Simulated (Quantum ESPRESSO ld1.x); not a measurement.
W37+, 37 electrons, occupied as [Kr] 4d1. Calculated with ld1.x of Quantum ESPRESSO 7.5: scalar-relativistic Kohn-Sham, LDA (Slater exchange, VWN5 correlation), spin-polarised, spherical densities, point nucleus; open shells are filled with parallel spins first. Some entries of the table are withheld. Estimate them.

orbital  occ.  eigenvalue (eV)  <1/r> (bohr^-1)
1s up       1         -71041.6            87.05
1s down     1         -71041.5            87.05
2s up       1         -13591.8            20.36
2s down     1         -13590.7            20.36
2p up       3         -12092.5            18.45
2p down     3         -12091.5            18.45
3s up       1         -4315.22            7.622
3s down     1         -4314.43            7.623
3p up       3         -3870.29            7.051
3p down     3         -3869.45            7.052
3d up       5         -3369.70            6.665
3d down     5         -3368.66            6.665
4s up       1         -1943.82            3.627
4s down     1         -1940.87            3.627
4p up       3         -1779.40            3.391
4p down     3         -1776.49            3.391
4d up       1              (1)            3.181
4d down     0              (2)            3.180
5s up       0              (3)              (4)
5s down     0              (5)              (6)
5p up       0         -1023.67            1.978
5p down     0         -1022.33            1.976

Answer. 
(1) 4d up eigenvalue (eV): -1584.54
(2) 4d down eigenvalue (eV): -1581.64
(3) 5s up eigenvalue (eV): -1098.40
(4) 5s up <1/r> (bohr^-1): 2.090
(5) 5s down eigenvalue (eV): -1096.96
(6) 5s down <1/r> (bohr^-1): 2.088
